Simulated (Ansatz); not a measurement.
Program: Ansatz. Geometries: PBE0-D4/def2-TZVP. ΔE: electronic, gas phase. CBS: MP2 limit from def2 TZ/QZ plus the TZ coupled-cluster correction, frozen cores. One conformer a species, not always the lowest.

Reaction (isomerisation): `O[SiH2]S[SiH2]F` → `O[SiH](F)[SiH2]S`

`O[SiH2]S[SiH2]F`:

```xyz
10

O    -0.475   -1.563    1.435
Si    0.826   -0.643    1.068
S     0.307    1.419    0.739
Si   -0.484    1.130   -1.196
F    -1.571   -0.057   -1.148
H    -1.202   -1.555    0.808
H     1.721   -0.674    2.241
H     1.501   -1.122   -0.166
H     0.542    0.692   -2.167
H    -1.164    2.374   -1.614
```

`O[SiH](F)[SiH2]S`:

Cartesian coordinates in Å:
```
O 0.177 2.026 -0.341
Si -0.256 0.642 -1.092
F -1.851 0.469 -1.084
Si 0.584 -1.133 0.185
S 0.099 -0.574 2.210
H 0.200 1.993 0.621
H 0.160 0.777 -2.505
H 0.047 -2.476 -0.160
H 2.069 -1.175 0.166
H -1.229 -0.551 1.999
```

```csv
species,CCSD(T)/CBS(def2) energy (Eh)
`O[SiH2]S[SiH2]F`,-1154.07669
`O[SiH](F)[SiH2]S`,-1154.05046
```

Task: Work out ΔE.

Result: ΔE = (-1154.05046) − (-1154.07669) = 0.02623 Eh = +68.9 kJ/mol.

Largest T1 diagnostic among the species: 0.013.

From PBE to PBE0 (25 % exact exchange), in def2-TZVPP and without D4, ΔE moves by +5.5 kJ/mol.
